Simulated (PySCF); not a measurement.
Electron correlation in V²⁺ (vanadium, charge +2)

[Ar] 3d2 4s1, high-spin 4F determinant (an excited configuration). All numbers are calculated (PySCF 2.14, the non-relativistic Hamiltonian (point nucleus), in def2-QZVPPD (11s6p5d3f2g, 93 functions)). Frozen: [Ar]; 3 electrons correlated.

```json
{"level": "CCSD", "correlation energy (mhartree)": "-13.61"}
{"level": "(T)", "correlation energy (mhartree)": "-0.05"}
{"level": "CCSD(T)", "correlation energy (mhartree)": "-13.66"}
```

Diagnostics: T1 = 0.0034, D1 = 0.0067, largest double amplitude 0.014.

Cost of the coupled-cluster step: of the order of 4 core-seconds, for 3 correlated electrons.
